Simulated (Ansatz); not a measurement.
Mulliken charges of AgBrF$_{3}$P (`F[P+](F)(F)[Ag-][Br]`) from ωB97M-V/def2-TZVPP in Ansatz (PBE0-D4/def2-TZVP geometry).

```json
{"atom": "F1", "x (Å)": "0.702", "y (Å)": "-0.863", "z (Å)": "1.716", "charge (e)": "-0.190"}
{"atom": "P2", "x (Å)": "0.453", "y (Å)": "-0.624", "z (Å)": "0.209", "charge (e)": "0.918"}
{"atom": "F3", "x (Å)": "-0.011", "y (Å)": "-2.039", "z (Å)": "-0.208", "charge (e)": "-0.191"}
{"atom": "F4", "x (Å)": "1.910", "y (Å)": "-0.663", "z (Å)": "-0.308", "charge (e)": "-0.190"}
{"atom": "Ag5", "x (Å)": "-0.850", "y (Å)": "1.159", "z (Å)": "-0.393", "charge (e)": "0.061"}
{"atom": "Br6", "x (Å)": "-2.204", "y (Å)": "3.030", "z (Å)": "-1.016", "charge (e)": "-0.408"}
```

Q: By hand: the dipole of these point charges (1 e Å = 4.8032 D).

A: Σ q r = (0.769, -1.059, 0.355) e Å, of length 1.356 e Å = 6.51 D.

Q: How does the dipole of the full density compare? (Estimate.)

A: The calculation gave: (0.704, -0.971, 0.324) e Å, 5.97 D; the point charges give 1.09 times that, at 0° from its direction.

Point charges leave out the atoms' own dipoles, such as those of lone pairs, and Mulliken's split depends on the basis, so the close match here is no proof of good charges.
